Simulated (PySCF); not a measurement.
C3H9O3Si, SMILES O(C)[Si](OC)OC, multiplicity 2. Coordinates come from a PBE0-D3(BJ)/def2-SVP optimisation. The isomer is the one that the SMILES or the coordinates give; other isomers of the formula were not compared. One conformer was computed; it need not be the lowest.

Computed equilibrium geometry at PBE0-D3(BJ)/def2-SVP (PySCF confirms it by a frequency run) as bond lengths and angles, and its point group (one conformer of several):
point group C3.
Atoms: C1 O2 Si3 O4 C5 O6 C7 H8 H9 H10 H11 H12 H13 H14 H15 H16. Bonds (Å): C1–O2 1.402, C1–H8 1.103, C1–H9 1.105, C1–H10 1.100, O2–Si3 1.658, Si3–O4 1.658, Si3–O6 1.658, O4–C5 1.402, C5–H11 1.105, C5–H12 1.100, C5–H13 1.103, O6–C7 1.402, C7–H14 1.100, C7–H15 1.103, C7–H16 1.105. Bond angles (°): O2–C1–H8 111.7, O2–C1–H9 111.9, O2–C1–H10 108.5, H8–C1–H9 108.3, H8–C1–H10 108.4, H9–C1–H10 107.9, C1–O2–Si3 126.3, O2–Si3–O4 107.5, O2–Si3–O6 107.5, O4–Si3–O6 107.5, Si3–O4–C5 126.3, O4–C5–H11 111.9, O4–C5–H12 108.5, O4–C5–H13 111.7, H11–C5–H12 107.9, H11–C5–H13 108.3, H12–C5–H13 108.4, Si3–O6–C7 126.3, O6–C7–H14 108.5, O6–C7–H15 111.7, O6–C7–H16 111.9, H14–C7–H15 108.4, H14–C7–H16 107.9, H15–C7–H16 108.3.
Charge 0, spin multiplicity 2.
